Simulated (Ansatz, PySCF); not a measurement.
Here is a job for Ansatz (an electronic-structure program).
Ansatz 0.2 input:
```yaml
crystal:
  periodic: [false, false, false]
  atoms:
    - {symbol: I, position_ang: [1.54919695, 0.03420280, -0.00953362]}
    - {symbol: C, position_ang: [-0.57031496, -0.01259128, 0.00350967]}
    - {symbol: C, position_ang: [-1.22206122, -1.23170619, -0.01879237]}
    - {symbol: C, position_ang: [-2.60641154, -1.25603278, -0.01013698]}
    - {symbol: C, position_ang: [-3.32591525, -0.07342877, 0.02046738]}
    - {symbol: C, position_ang: [-2.65898166, 1.13978468, 0.04253974]}
    - {symbol: C, position_ang: [-1.27490491, 1.17657876, 0.03415847]}
    - {symbol: H, position_ang: [-0.66116375, -2.15343602, -0.04264636]}
    - {symbol: H, position_ang: [-3.12044666, -2.20537541, -0.02746069]}
    - {symbol: H, position_ang: [-4.40514882, -0.09725583, 0.02710889]}
    - {symbol: H, position_ang: [-3.21416063, 2.06552145, 0.06644330]}
    - {symbol: H, position_ang: [-0.75498107, 2.12217071, 0.05136119]}
basis:
  gaussian:
    orbitals: def2-SVP
hamiltonian:
  xc: revpbe
accuracy: high
```

Problem. Write the same job for PySCF.

Solution. Several could match; the one computed here: 
```python
from pyscf import gto, scf, dft

mol = gto.M(
    atom='''
I     1.549197    0.034203   -0.009534
C    -0.570315   -0.012591    0.003510
C    -1.222061   -1.231706   -0.018792
C    -2.606412   -1.256033   -0.010137
C    -3.325915   -0.073429    0.020467
C    -2.658982    1.139785    0.042540
C    -1.274905    1.176579    0.034158
H    -0.661164   -2.153436   -0.042646
H    -3.120447   -2.205375   -0.027461
H    -4.405149   -0.097256    0.027109
H    -3.214161    2.065521    0.066443
H    -0.754981    2.122171    0.051361
''',
    basis='def2-svp',
    ecp={'I': 'def2-svp'},
    charge=0,
    spin=0,
    verbose=4,
)

mf = dft.RKS(mol)
mf.xc = 'revpbe'
mf.grids.atom_grid = (99, 590)
mf.grids.prune = None
mf.kernel()
```

Both were run: Ansatz gave -529.154660 Eh and PySCF -529.154660 Eh, 0.000 mEh apart.
